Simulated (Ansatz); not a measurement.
`C[S][In]([CH3])[F]`, 11 atoms. The species carries charge 0 and has multiplicity 1. Correlated methods include outer-core shells of In, which these sets cover unevenly. In takes the def2 core potential. All runs use 4 threads of an Intel Xeon 6975P-C on a shared host. Correlated methods freeze the cores.

Question: How many basis functions does each run have, and how long does it take in Ansatz? RKS PBE0-D4/def2-TZVP relaxation (7 steps); RKS r2SCAN0-D4/def2-TZVPP energy; RHF-MP2/def2-QZVPP energy; RKS PBE0-D4/def2-QZVPP energy; RKS revPBE-D4/def2-TZVPP energy; RHF-CCSD(T)/def2-TZVPP energy; RKS PBE0-D4/def2-TZVP frequencies; RKS SPW92 (LDA)/def2-TZVPP energy; RKS CAM-B3LYP-D4/def2-TZVPP energy; RKS PBE0-D4/def2-SVP energy; direct RPA on PBE orbitals/def2-TZVPP energy; RHF-CCSD(T)/def2-SVP energy. (An estimate is asked.)

Answer: Ansatz gave: Other jobs shared the machine, so times are rough.

```json
{"level": "RKS PBE0-D4/def2-SVP", "job": "energy", "functions": "116", "wall time": "0.9 s", "peak host memory (GiB)": "0.27"}
{"level": "RKS SPW92 (LDA)/def2-TZVPP", "job": "energy", "functions": "269", "wall time": "0.9 s", "peak host memory (GiB)": "0.37"}
{"level": "RKS revPBE-D4/def2-TZVPP", "job": "energy", "functions": "269", "wall time": "1.3 s", "peak host memory (GiB)": "0.38"}
{"level": "RKS CAM-B3LYP-D4/def2-TZVPP", "job": "energy", "functions": "269", "wall time": "2.5 s", "peak host memory (GiB)": "0.88"}
{"level": "RKS r2SCAN0-D4/def2-TZVPP", "job": "energy", "functions": "269", "wall time": "3.2 s", "peak host memory (GiB)": "0.82"}
{"level": "direct RPA on PBE orbitals/def2-TZVPP", "job": "energy", "functions": "269", "wall time": "3.9 s", "peak host memory (GiB)": "0.75"}
{"level": "RHF-CCSD(T)/def2-SVP", "job": "energy", "functions": "116", "wall time": "5 s", "peak host memory (GiB)": "0.7"}
{"level": "RKS PBE0-D4/def2-QZVPP", "job": "energy", "functions": "503", "wall time": "6.5 s", "peak host memory (GiB)": "2"}
{"level": "RHF-MP2/def2-QZVPP", "job": "energy", "functions": "503", "wall time": "14 s", "peak host memory (GiB)": "3.1"}
{"level": "RKS PBE0-D4/def2-TZVP", "job": "relaxation (7 steps)", "functions": "216", "wall time": "18 s", "peak host memory (GiB)": "0.66"}
{"level": "RHF-CCSD(T)/def2-TZVPP", "job": "energy", "functions": "269", "wall time": "82 s", "peak host memory (GiB)": "8.3"}
{"level": "RKS PBE0-D4/def2-TZVP", "job": "frequencies", "functions": "216", "wall time": "110 s", "peak host memory (GiB)": "0.69"}
```
